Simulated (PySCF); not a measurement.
H4Sn. Atoms are numbered in the order given.

```xyz
5

Sn     0.0000     0.0000     0.0000
H     -0.9837    -0.9837     0.9837
H      0.9837    -0.9837    -0.9837
H      0.9837     0.9837     0.9837
H     -0.9837     0.9837    -0.9837
```

Coordinates come from a PBE0-D3(BJ)/def2-TZVPD optimisation. The isomer is the one that the SMILES or the coordinates give; other isomers of the formula were not compared. The def2 effective core potentials stand for the cores of Sn; spin–orbit coupling is left out.

These are HF/def2-TZVPD (PySCF) values and carry that method's errors.

Symmetry labels are those of the subgroup D2 that the program uses (full group Td).

Computed valence orbital energies around the gap with their symmetry:
```tsv
orbital	symmetry	energy (eV)
HOMO−7	B2	-35.85
HOMO−6	B3	-35.85
HOMO−5	A	-35.67
HOMO−4	A	-35.67
HOMO−3	A	-18.51
HOMO−2	B1	-12.18
HOMO−1	B2	-12.18
HOMO	B3	-12.18
LUMO	A	1.63
LUMO+1	B1	2.52
LUMO+2	B2	2.52
LUMO+3	B3	2.52
```
